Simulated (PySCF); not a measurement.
Si(H)(Br)(Me)(OH) (CH₅BrOSi), SMILES Br[SiH](O)C. Atoms are numbered in the order given.

```xyz
9

Si     0.0207    -0.7545     0.6975
C      1.7422    -1.4241     0.3792
O     -1.1981    -1.8213     0.2750
Br    -0.1712     1.1676    -0.4759
H     -0.2284    -0.4424     2.1368
H      1.8897    -2.3779     0.9264
H      2.5065    -0.6977     0.7219
H      1.9072    -1.6067    -0.7019
H     -1.2406    -2.0644    -0.6665
```

Geometry optimised at PBE-D3(BJ)/def2-SVP. The structure was generated by enumeration, and PubChem lists no compound with its InChIKey, so it may never have been made. Other conformers were not sampled.

Two levels are set side by side: PBE/pcSseg-1 (PySCF) and B3LYP/pcSseg-1 (PySCF). GIAO shifts against H2O (¹⁷O), TMS (²⁹Si), TMS (¹H), TMS (¹³C) at the same level; non-relativistic, no solvent, atoms listed together averaged. Without spin–orbit terms, shifts of atoms bonded to Cl or Br come out too high at both levels. Differences are taken from unrounded values.

```
quantity              B3LYP
--------------------  -----
δ(²⁹Si) of Si1 (ppm)   19.7
δ(¹³C) of C2 (ppm)     12.0
δ(¹⁷O) of O3 (ppm)     78.3
δ(¹H) of H5 (ppm)      5.83
δ(¹H) of H9 (ppm)      2.15
```

What does PBE give, and how far is it from B3LYP? (Estimate from the structure and the level; the computed values follow.)


```csv
quantity,PBE,PBE minus B3LYP
δ(²⁹Si) of Si1 (ppm),23.5,3.7
δ(¹³C) of C2 (ppm),12.4,0.4
δ(¹⁷O) of O3 (ppm),86.6,8.4
δ(¹H) of H5 (ppm),6.13,0.30
δ(¹H) of H9 (ppm),2.10,-0.05
```

Rough cost on one machine, each run with all the roots and properties that it gave: B3LYP against PBE within a factor of 2.
